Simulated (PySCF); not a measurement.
Species: C3H7FSi.
SMILES with atom numbers: `[CH2:1]=[CH:2][C@H:3]([F:4])[SiH3:5]` (hydrogens: H6, H7 on C1; H8 on C2; H9 on C3; H10, H11, H12 on Si5)

A GFN2-xTB structure with every atom displaced at random (by about 0.01 Å) was refined with PBE0-D3(BJ)/def2-SVP geometry optimisation, gas phase in PySCF. Values at the start:

```tsv
coordinate	start
C1=C2	1.294 Å
C1–H6	1.084 Å
C1–H7	1.100 Å
C2–C3	1.480 Å
C2–H8	1.068 Å
C3–F4	1.390 Å
C3–Si5	1.947 Å
C3–H9	1.080 Å
Si5–H10	1.470 Å
C1–C2–C3	124.4°
C2–C3–F4	111.5°
C2–C3–Si5	111.4°
F4–C3–Si5	104.9°
C1–C2–C3–F4	-155°
```

How do these coordinates change at the PBE0-D3(BJ)/def2-SVP level?

```json
{"coordinate": "C1=C2", "PBE0-D3(BJ)/def2-SVP (Å or °)": "1.334", "change": "+0.040"}
{"coordinate": "C3–Si5", "PBE0-D3(BJ)/def2-SVP (Å or °)": "1.916", "change": "-0.031"}
{"coordinate": "C2–H8", "PBE0-D3(BJ)/def2-SVP (Å or °)": "1.097", "change": "+0.029"}
{"coordinate": "C3–H9", "PBE0-D3(BJ)/def2-SVP (Å or °)": "1.105", "change": "+0.025"}
{"coordinate": "Si5–H10", "PBE0-D3(BJ)/def2-SVP (Å or °)": "1.492", "change": "+0.022"}
{"coordinate": "C2–C3", "PBE0-D3(BJ)/def2-SVP (Å or °)": "1.489", "change": "+0.009"}
{"coordinate": "C1–H6", "PBE0-D3(BJ)/def2-SVP (Å or °)": "1.092", "change": "+0.008"}
{"coordinate": "C1–H7", "PBE0-D3(BJ)/def2-SVP (Å or °)": "1.095", "change": "-0.005"}
{"coordinate": "C3–F4", "PBE0-D3(BJ)/def2-SVP (Å or °)": "1.390", "change": "0.000"}
{"coordinate": "F4–C3–Si5", "PBE0-D3(BJ)/def2-SVP (Å or °)": "107.3", "change": "+2.4"}
{"coordinate": "C2–C3–F4", "PBE0-D3(BJ)/def2-SVP (Å or °)": "110.2", "change": "-1.3"}
{"coordinate": "C1–C2–C3", "PBE0-D3(BJ)/def2-SVP (Å or °)": "125.0", "change": "+0.6"}
{"coordinate": "C2–C3–Si5", "PBE0-D3(BJ)/def2-SVP (Å or °)": "111.4", "change": "0.0"}
{"coordinate": "C1–C2–C3–F4", "PBE0-D3(BJ)/def2-SVP (Å or °)": "-142", "change": "+13"}
```

The energy falls by 0.142 eV over 9 energy and gradient evaluations, the largest force component goes from 0.0468 to 1.6e-04 Eh/bohr, and the atoms move by 0.125 Å rms after alignment. Among the bonds, C1=C2 and Si5–H12 change most and about equally (+0.039 to +0.040 Å). Bonds longer at the end by more than 0.005 Å: 8 of 11; shorter: 1. Among the dihedrals that turn most is H8–C2–C3–F4, from 28° to 41°. Rotational constants go from 5033, 2925, 2019 to 5132, 2801, 1987 MHz.

The run used 109 basis functions and 57 SCF cycles in all. On one thread, Arm Neoverse V1 (aarch64), no GPU, on a shared host, this took 41 s and 0.44 GiB of memory at its peak.

PBE0-D3(BJ)/def2-SVP frequencies: not computed here. One conformer, not necessarily the lowest.
